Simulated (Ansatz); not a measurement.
**Molecular dynamics of FH4HfNO2**

Input file:

```yaml
crystal:
  periodic: [false, false, false]
  atoms:
    - { symbol: Hf, position_ang: [-0.162859, -0.021491, 0.106478] }
    - { symbol: O, position_ang: [-0.15174, 0.204507, 2.0284] }
    - { symbol: H, position_ang: [-0.136226, 0.232423, 2.965969] }
    - { symbol: F, position_ang: [1.679588, -0.139913, -0.490055] }
    - { symbol: "N", position_ang: [-1.05378, 1.632297, -0.725784] }
    - { symbol: H, position_ang: [-1.555454, 1.657501, -1.597202] }
    - { symbol: H, position_ang: [-1.053444, 2.561725, -0.341918] }
    - { symbol: O, position_ang: [-1.105678, -1.586791, -0.529965] }
    - { symbol: H, position_ang: [-1.529706, -2.389858, -0.765323] }
basis:
  gaussian: { orbitals: def2-SVP }
hamiltonian:
  xc: hf
md:
  timestep: 0.5
  n_steps: 100
  ensemble: nvt_langevin
  temperature: 2000.0
  initial_velocities: maxwell_boltzmann
  seed: 691845
  friction: 0.05
  masses: [{ species: H, mass: 3.016 }]
```

Run as:

```bash
$ ansatz run input.yaml --threads 1 --pin off --max-ram 2048MiB --backend cpu --events-out ev --progress --plain --runs-dir out
```

It starts from a relaxed structure.

Output, in part (one step line in 2, the closing report, with atoms numbered from 0):

```
md step     0: t =     0.00 fs  T =  1777.8 K  F+E_penalty+E_count = -9617.53162212 eV  E_kin = 2.068160 eV  (38 SCF iters)
md step     2: t =     1.00 fs  T =  1955.4 K  F+E_penalty+E_count = -9617.49208502 eV  E_kin = 2.274757 eV  (37 SCF iters)
md step     4: t =     2.00 fs  T =  2255.7 K  F+E_penalty+E_count = -9617.37565399 eV  E_kin = 2.624178 eV  (37 SCF iters)
md step     6: t =     3.00 fs  T =  2204.2 K  F+E_penalty+E_count = -9617.21433750 eV  E_kin = 2.564263 eV  (37 SCF iters)
md step     8: t =     4.00 fs  T =  1880.8 K  F+E_penalty+E_count = -9617.07150056 eV  E_kin = 2.188002 eV  (37 SCF iters)
md step    10: t =     5.00 fs  T =  1892.3 K  F+E_penalty+E_count = -9616.98437813 eV  E_kin = 2.201364 eV  (37 SCF iters)
md step    12: t =     6.00 fs  T =  2448.3 K  F+E_penalty+E_count = -9616.89990520 eV  E_kin = 2.848193 eV  (37 SCF iters)
md step    14: t =     7.00 fs  T =  2147.1 K  F+E_penalty+E_count = -9616.82869174 eV  E_kin = 2.497787 eV  (37 SCF iters)
md step    16: t =     8.00 fs  T =  2371.9 K  F+E_penalty+E_count = -9616.70998580 eV  E_kin = 2.759347 eV  (37 SCF iters)
md step    18: t =     9.00 fs  T =  2105.0 K  F+E_penalty+E_count = -9616.54990589 eV  E_kin = 2.448860 eV  (37 SCF iters)
md step    20: t =    10.00 fs  T =  1878.0 K  F+E_penalty+E_count = -9616.31950297 eV  E_kin = 2.184809 eV  (39 SCF iters)
md step    22: t =    11.00 fs  T =  1368.6 K  F+E_penalty+E_count = -9616.07647116 eV  E_kin = 1.592190 eV  (38 SCF iters)
md step    24: t =    12.00 fs  T =  1256.4 K  F+E_penalty+E_count = -9615.94898646 eV  E_kin = 1.461676 eV  (37 SCF iters)
md step    26: t =    13.00 fs  T =  1094.6 K  F+E_penalty+E_count = -9615.92292992 eV  E_kin = 1.273408 eV  (38 SCF iters)
md step    28: t =    14.00 fs  T =  1563.3 K  F+E_penalty+E_count = -9615.98891446 eV  E_kin = 1.818662 eV  (38 SCF iters)
md step    30: t =    15.00 fs  T =  1886.4 K  F+E_penalty+E_count = -9616.10606123 eV  E_kin = 2.194472 eV  (37 SCF iters)
md step    32: t =    16.00 fs  T =  2277.0 K  F+E_penalty+E_count = -9616.22303287 eV  E_kin = 2.648869 eV  (37 SCF iters)
md step    34: t =    17.00 fs  T =  2447.0 K  F+E_penalty+E_count = -9616.32966304 eV  E_kin = 2.846739 eV  (37 SCF iters)
md step    36: t =    18.00 fs  T =  3009.1 K  F+E_penalty+E_count = -9616.40448063 eV  E_kin = 3.500628 eV  (37 SCF iters)
md step    38: t =    19.00 fs  T =  2999.4 K  F+E_penalty+E_count = -9616.35472569 eV  E_kin = 3.489318 eV  (37 SCF iters)
md step    40: t =    20.00 fs  T =  2779.8 K  F+E_penalty+E_count = -9616.31794209 eV  E_kin = 3.233896 eV  (37 SCF iters)
md step    42: t =    21.00 fs  T =  2564.3 K  F+E_penalty+E_count = -9616.29935238 eV  E_kin = 2.983203 eV  (38 SCF iters)
md step    44: t =    22.00 fs  T =  2209.9 K  F+E_penalty+E_count = -9616.20409855 eV  E_kin = 2.570896 eV  (38 SCF iters)
md step    46: t =    23.00 fs  T =  2295.3 K  F+E_penalty+E_count = -9616.07527576 eV  E_kin = 2.670222 eV  (38 SCF iters)
md step    48: t =    24.00 fs  T =  2391.2 K  F+E_penalty+E_count = -9615.95818401 eV  E_kin = 2.781734 eV  (38 SCF iters)
md step    50: t =    25.00 fs  T =  2512.7 K  F+E_penalty+E_count = -9615.87401454 eV  E_kin = 2.923094 eV  (39 SCF iters)
md step    52: t =    26.00 fs  T =  2150.8 K  F+E_penalty+E_count = -9615.77993088 eV  E_kin = 2.502121 eV  (38 SCF iters)
md step    54: t =    27.00 fs  T =  2154.3 K  F+E_penalty+E_count = -9615.59989055 eV  E_kin = 2.506236 eV  (39 SCF iters)
md step    56: t =    28.00 fs  T =  1852.5 K  F+E_penalty+E_count = -9615.37288180 eV  E_kin = 2.155039 eV  (39 SCF iters)
md step    58: t =    29.00 fs  T =  1704.3 K  F+E_penalty+E_count = -9615.23649396 eV  E_kin = 1.982622 eV  (39 SCF iters)
md step    60: t =    30.00 fs  T =  1788.9 K  F+E_penalty+E_count = -9615.19316495 eV  E_kin = 2.081064 eV  (39 SCF iters)
md step    62: t =    31.00 fs  T =  2029.4 K  F+E_penalty+E_count = -9615.24172381 eV  E_kin = 2.360887 eV  (40 SCF iters)
md step    64: t =    32.00 fs  T =  1786.1 K  F+E_penalty+E_count = -9615.31357308 eV  E_kin = 2.077893 eV  (38 SCF iters)
md step    66: t =    33.00 fs  T =  2038.4 K  F+E_penalty+E_count = -9615.34428492 eV  E_kin = 2.371294 eV  (39 SCF iters)
md step    68: t =    34.00 fs  T =  2105.0 K  F+E_penalty+E_count = -9615.37034012 eV  E_kin = 2.448872 eV  (38 SCF iters)
md step    70: t =    35.00 fs  T =  1903.1 K  F+E_penalty+E_count = -9615.47255616 eV  E_kin = 2.214005 eV  (38 SCF iters)
md step    72: t =    36.00 fs  T =  1789.5 K  F+E_penalty+E_count = -9615.57598131 eV  E_kin = 2.081851 eV  (38 SCF iters)
md step    74: t =    37.00 fs  T =  1556.6 K  F+E_penalty+E_count = -9615.67399729 eV  E_kin = 1.810902 eV  (38 SCF iters)
md step    76: t =    38.00 fs  T =  1823.3 K  F+E_penalty+E_count = -9615.74897936 eV  E_kin = 2.121092 eV  (38 SCF iters)
md step    78: t =    39.00 fs  T =  1722.1 K  F+E_penalty+E_count = -9615.80258038 eV  E_kin = 2.003361 eV  (38 SCF iters)
md step    80: t =    40.00 fs  T =  2094.2 K  F+E_penalty+E_count = -9615.86366214 eV  E_kin = 2.436305 eV  (38 SCF iters)
md step    82: t =    41.00 fs  T =  2100.4 K  F+E_penalty+E_count = -9615.92513892 eV  E_kin = 2.443505 eV  (38 SCF iters)
md step    84: t =    42.00 fs  T =  2060.0 K  F+E_penalty+E_count = -9616.02040055 eV  E_kin = 2.396501 eV  (38 SCF iters)
md step    86: t =    43.00 fs  T =  2563.6 K  F+E_penalty+E_count = -9616.07329148 eV  E_kin = 2.982316 eV  (38 SCF iters)
md step    88: t =    44.00 fs  T =  2784.6 K  F+E_penalty+E_count = -9616.20581075 eV  E_kin = 3.239448 eV  (39 SCF iters)
md step    90: t =    45.00 fs  T =  3065.2 K  F+E_penalty+E_count = -9616.37642209 eV  E_kin = 3.565829 eV  (39 SCF iters)
md step    92: t =    46.00 fs  T =  3259.3 K  F+E_penalty+E_count = -9616.52186568 eV  E_kin = 3.791663 eV  (39 SCF iters)
md step    94: t =    47.00 fs  T =  3607.5 K  F+E_penalty+E_count = -9616.60604091 eV  E_kin = 4.196757 eV  (38 SCF iters)
md step    96: t =    48.00 fs  T =  3526.1 K  F+E_penalty+E_count = -9616.67259741 eV  E_kin = 4.101996 eV  (38 SCF iters)
md step    98: t =    49.00 fs  T =  3333.3 K  F+E_penalty+E_count = -9616.74913017 eV  E_kin = 3.877734 eV  (38 SCF iters)
md step   100: t =    50.00 fs  T =  3181.4 K  F+E_penalty+E_count = -9616.81989806 eV  E_kin = 3.701081 eV  (39 SCF iters)
Total energy: -9616.81989806 eV, -353.4116127389 hartree
Atom 0 at    -0.091535    -0.190163     0.194136 Å, force    -1.712119     1.865283     0.227022 eV/Å
Atom 1 at     0.005555     0.483883     2.077508 Å, force     0.679980    -0.900025    -1.544229 eV/Å
Atom 2 at    -0.723185     0.605356     2.642491 Å, force    -0.532873     0.280926     0.826689 eV/Å
Atom 3 at     1.554878    -0.621460    -0.638280 Å, force     1.001570    -0.171848    -0.158914 eV/Å
Atom 4 at    -0.829235     1.584947    -0.819673 Å, force    -0.452360     1.128941     0.559016 eV/Å
Atom 5 at    -1.831301     1.846729    -0.899527 Å, force     1.154552    -0.793088     0.009357 eV/Å
Atom 6 at    -0.381493     2.544841    -0.869006 Å, force    -0.364156    -2.255855     0.135570 eV/Å
Atom 7 at    -1.213766    -1.807270     0.183487 Å, force     0.353553     1.075503    -0.022512 eV/Å
Atom 8 at    -1.897619    -2.359430     0.508122 Å, force    -0.128147    -0.229837    -0.032000 eV/Å
Dipole moment:    -0.744440     0.009260     0.325807 e Å
```

All steps were run. The mean temperature of the second half is 16 % above the set value. A run of 0.05 ps of so small a system gives no equilibrium averages.

The same pairs are bonded in the first frame and the last. Pairs count as bonded within 1.25 times the sum of covalent radii (0.12 Å more for H–H).

Last frame:

```xyz
9
Properties=species:S:1:pos:R:3
Hf -0.091 -0.190 0.194
O 0.006 0.484 2.078
H -0.723 0.605 2.643
F 1.555 -0.622 -0.638
N -0.829 1.585 -0.820
H -1.831 1.847 -0.899
H -0.382 2.545 -0.869
O -1.214 -1.807 0.183
H -1.898 -2.359 0.508
```

Time of the run: 4.5 min on 1 thread of Arm Neoverse V1, on a shared host, peak memory 0.22 GiB.
